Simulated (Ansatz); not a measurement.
Reaction (formal hydrolysis of the Si–N bond): `CN[SiH2]CCl` + H₂O → `O[SiH2]CCl` + CH₃NH₂

Calculated with Ansatz (gas phase, PBE0-D4/def2-TZVP geometries, no zero-point term in ΔE). CBS: MP2 limit from def2 TZ/QZ plus the TZ coupled-cluster correction, frozen cores. This one scheme is used for every species. One conformer a species, not always the lowest.

`CN[SiH2]CCl`:

Z-matrix (Å, degrees):
```
C
N 1 1.448
H 1 1.098 2 113.5
H 1 1.094 2 111.0 3 -121.9
H 1 1.093 2 109.5 3 120.2
Si 2 1.708 1 123.3 3 -85.9
H 2 1.008 1 113.5 3 66.1
C 6 1.890 2 114.9 1 66.0
H 6 1.483 2 108.1 1 -173.8
H 6 1.491 2 108.7 1 -52.2
Cl 8 1.789 6 109.4 2 57.7
H 8 1.091 6 112.3 2 -61.2
H 8 1.091 6 112.1 2 176.9
```

H₂O:

Cartesian coordinates in Å:
```
O 0.226 0.002 -0.317
H 0.197 -0.663 0.374
H -0.422 0.660 -0.057
```

`O[SiH2]CCl`:

Cartesian coordinates in Å:
```
O -0.739 1.258 -1.139
Si -0.344 0.705 0.356
C 0.254 -1.077 0.255
Cl 1.626 -1.124 -0.897
H -0.062 1.172 -1.814
H -1.582 0.776 1.168
H 0.741 1.502 0.984
H -0.511 -1.754 -0.126
H 0.616 -1.457 1.211
```

CH₃NH₂:

```xyz
7

C     0.516   -0.221   -0.089
N    -0.850    0.071    0.312
H     0.995    0.543   -0.720
H     0.538   -1.166   -0.636
H     1.135   -0.353    0.801
H    -1.443    0.187   -0.499
H    -0.891    0.939    0.830
```

```
      species  CCSD/CBS(def2) energy (Eh)
`CN[SiH2]CCl`                  -884.46241
          H₂O                   -76.37179
 `O[SiH2]CCl`                  -865.11130
       CH₃NH₂                   -95.73816
```

Question: Work out ΔE.

Answer: ΔE = (-865.11130) + (-95.73816) − (-884.46241) − (-76.37179) = -0.01526 Eh = -9.6 kcal/mol. CCSD(T)/CBS gives -9.2 kcal/mol.

Largest T1 diagnostic among the species: 0.010.

The D4 term adds +2.0 kcal/mol with B3LYP and +1.2 kcal/mol with PBE0; it sums over pairs of atoms, weighted by their polarisabilities, and B3LYP, whose exchange is more repulsive, gets the larger term. In def2-TZVPP, CCSD(T) changes the Hartree–Fock value by +3.1 kcal/mol (the triples alone add +0.4 kcal/mol) and MP2 by +3.6 kcal/mol.

B3LYP here is the variant with VWN-RPA as its local correlation; programs differ in this.
